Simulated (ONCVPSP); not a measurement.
## chromium (Cr) ONCV: all-electron and pseudo phase curves

- Element: chromium
- Generator: ONCVPSP 4.0.1
- Type: optimised norm-conserving Vanderbilt (ONCV)
- Functional: LDA (Perdew-Zunger)
- Relativity: scalar-relativistic
- Frozen core: [Ne]
- Valence charge: 14
- Reference configuration: 3s2 3p6 3d5 4s1
- Partial waves: 3s+4s: rc 1.40 bohr, ncon 4, nbas 8, qcut 8.1 1/bohr, 2 projectors; 3p: rc 1.20 bohr, ncon 4, nbas 8, qcut 10.4 1/bohr, 1 projector; 3d: rc 1.85 bohr, ncon 5, nbas 10, qcut 8.2 1/bohr, 2 projectors, debl 3.2 Ha
- Local potential: polynomial inside 1.20 bohr (lpopt 4, dvloc0 0 Ha)
- Core correction: Teter function, fcfact 5.5, rcfact 1.5

The phase is arctan(r·R′/R) of the radial function R(r), unwrapped; energies in Ha, scanned from -4 to 5 Ha. A pole is an energy at which the radial function vanishes at the test radius. The pseudo phase is shifted by a multiple of π to meet the all-electron one at the reference energy, and phase errors are pseudo minus all-electron; the curves can meet again beyond the range given. Levels narrower than the energy grid can be missing from the lists of poles.

```
channel  radius (bohr)  reference energy (Ha)  poles, all-electron  poles, pseudo  unbroken range about the reference energy with phases within 0.05 rad  phase error 1 Ha above the reference energy (rad)
      s           1.42                  -0.15                -2.00          -2.00                                                              below 2.1                                             -0.001
      p           1.22                  -1.67                 0.15           0.15                                                        the whole range                                             -0.000
      d           1.88                  -0.12           0.28, 4.91     0.28, 4.95                                                        the whole range                                             +0.002
```

Phases in the s channel:

```csv
E (Ha),all-electron,pseudo
-3.98,0.719,0.716
-3.50,-0.012,-0.015
-3.02,-0.994,-0.994
-2.54,-1.387,-1.387
-2.06,-1.555,-1.555
-1.58,-1.655,-1.656
-1.10,-1.731,-1.731
-0.62,-1.800,-1.800
-0.14,-1.874,-1.874
0.34,-1.963,-1.963
0.82,-2.084,-2.085
1.30,-2.268,-2.275
1.78,-2.575,-2.600
2.26,-3.063,-3.131
2.74,-3.602,-3.699
3.22,-3.977,-4.070
3.70,-4.197,-4.283
4.18,-4.332,-4.416
4.66,-4.421,-4.508
```
